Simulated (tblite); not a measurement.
C6H11O2 (doublet state).
Numbering: `[CH3:1][CH2:2][CH2:3][O:4][CH2:5][CH:6][CH:7]=[O:8]` (hydrogens: H9, H10, H11 on C1; H12, H13 on C2; H14, H15 on C3; H16, H17 on C5; H18 on C6; H19 on C7)

Geometry (GFN2-xTB, Å), atoms numbered from 1 in this order:
```xyz
19
C6H11O2 angstrom
C     -3.3589    0.3245   -0.0641
C     -2.0923   -0.4994    0.1236
C     -0.8401    0.3571   -0.0244
O      0.2926   -0.4722    0.1408
C      1.5082    0.1816   -0.0589
C      2.6543   -0.7202    0.1297
C      3.9759   -0.2672   -0.0931
O      4.2755    0.8681   -0.4516
H     -4.2374   -0.3068    0.0367
H     -3.3760    0.7806   -1.0515
H     -3.4163    1.1149    0.6809
H     -2.0841   -0.9586    1.1130
H     -2.0509   -1.3000   -0.6162
H     -0.8334    1.1588    0.7306
H     -0.8190    0.8287   -1.0191
H      1.5601    0.6275   -1.0722
H      1.6127    1.0462    0.6281
H      2.4562   -1.7323    0.4397
H      4.7631   -1.0222    0.0799
```

The geometry is computed with GFN2-xTB (gas phase). This method treats the open shell by occupation alone, without spin polarisation.

Masses are those of the commonest isotopes; rigid-rotor values at the optimised geometry. The values belong to one conformer with, in the numbering `[CH3:1][CH2:2][CH2:3][O:4][CH2:5][CH:6][CH:7]=[O:8]`, C1–C2–C3–O4 -179°, C2–C3–O4–C5 176°, C3–O4–C5–C6 180°, O4–C5–C6–C7 177°, C5–C6–C7–O8 0°.

**Question.** Give the principal moments of inertia and the rotational constants in MHz.

**Answer.** Ia = 50.47, Ib = 816.28, Ic = 853.60 u·Å²; 505379 MHz·u·Å²/I gives A = 10014, B = 619.1, C = 592.1 MHz.

**Question.** Classify the top.

**Answer.** A near-prolate asymmetric top: κ = (2 × 619.1 − 10014 − 592.1)/(10014 − 592.1) = -0.99.

**Question.** Is it planar, by Δ = Ic − Ia − Ib?

**Answer.** Not planar: Δ = Ic − Ia − Ib = -13.15 u·Å². For a rigid frame Δ = −2 Σ m c², so Σ m c² = 6.57 u·Å² lies off the ab plane: 6.34 from hydrogen and 0.24 from heavier atoms. The atom farthest from that plane is 1.03 Å away.

**Question.** Give the other two planar moments, Paa and Pbb, and the rms extents of the mass along the axes.

**Answer.** Paa = Σ m a² = (Ib + Ic − Ia)/2 = 809.71 and Pbb = Σ m b² = (Ia + Ic − Ib)/2 = 43.89 u·Å². With the mass M = 115.08 u, the rms extents √(P/M) along a, b and c are 2.65, 0.62, 0.24 Å.

**Question.** List the rotational levels J(Ka,Kc) to J = 5 (MHz).

**Answer.** Above 0(0,0):
J = 1: 1(0,1) 1211, 1(1,1) 10606, 1(1,0) 10633
J = 2: 2(0,2) 3633, 2(1,2) 13001, 2(1,1) 13083, 2(2,1) 41268, 2(2,0) 41268
J = 3: 3(0,3) 7267, 3(1,3) 16594, 3(1,2) 16757, 3(2,2) 44901, 3(2,1) 44902, 3(3,1) 91944, 3(3,0) 91944
J = 4: 4(0,4) 12111, 4(1,4) 21385, 4(1,3) 21656, 4(2,3) 49746, 4(2,2) 49747, 4(3,2) 96789, 4(3,1) 96789, 4(4,1) 162649, 4(4,0) 162649
J = 5: 5(0,5) 18166, 5(1,5) 27373, 5(1,4) 27779, 5(2,4) 55802, 5(2,3) 55804, 5(3,3) 102845, 5(3,2) 102845, 5(4,2) 168705, 5(4,1) 168705, 5(5,1) 253381, 5(5,0) 253381
Those of J = 1 are B + C, A + C and A + B.

For this open shell read J as N, the rotation without spin; fine and hyperfine splittings come on top. Its GFN2-xTB frequencies are all real (lowest 35 cm⁻¹). Constants of a rigid frame at the computed geometry: no zero-point averaging, no centrifugal distortion.
